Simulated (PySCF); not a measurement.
N-ethyl-methylboronamidic acid (C₃H₁₀BNO), SMILES CCNB(C)O.

Geometry optimised at B3LYP-D3(BJ)/def2-SVP. The values are those of a single conformer.

Two levels are set side by side: PBE/def2-TZVP (PySCF) and M06-2X/def2-TZVP (PySCF). Same geometry, gas phase. Differences are taken from unrounded values.

```tsv
quantity	M06-2X
orbital gap (eV)	9.56
highest occupied level (eV)	-8.33
lowest empty level (eV)	1.22
dipole moment (D)	0.81
mean polarisability (bohr³)	63.1
```

Question: What does PBE give, and how far is it from M06-2X? (An estimate is asked for; the answer gives what the named calculation found.)

Answer: 
| quantity | PBE | PBE minus M06-2X |
|---|---|---|
| orbital gap (eV) | 5.54 | -4.01 |
| highest occupied level (eV) | -5.60 | 2.73 |
| lowest empty level (eV) | -0.06 | -1.28 |
| dipole moment (D) | 0.70 | -0.12 |
| mean polarisability (bohr³) | 67.0 | 3.8 |

Without exact exchange PBE keeps part of each electron's self-repulsion, which lifts occupied levels and narrows the gap. PBE's more diffuse valence density responds more strongly to a field. Differences between two approximate levels are no errors against the true value.

Rough cost on one machine, each run with all the roots and properties that it gave: M06-2X against PBE about 3 times.
